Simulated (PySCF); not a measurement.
Computed with CAM-B3LYP-D3(BJ)/def2-TZVP (PySCF 2.14.0). Isolated molecules, 0 K electronic values unless said otherwise. One relaxed conformer stands for a flexible species; it need not be the lowest. Excitations are Tamm–Dancoff values on a coarser integration grid. The basis has no diffuse functions, so Rydberg states are missing or too high.

Reference species (SMILES): `B=C/C=N\[H]` (neutral, multiplicity 1).

```yaml
S1–T1 gap (TDA): 0.38 eV
S1 oscillator strength: 0.000
```

Changed species: `CBC#N`.

Problem. Predict the effect on the S1–T1 gap (TDA) and S1 oscillator strength.

Solution. the S1–T1 gap (TDA) increases by 0.05 eV, to 0.43 eV; the S1 oscillator strength stays essentially unchanged.
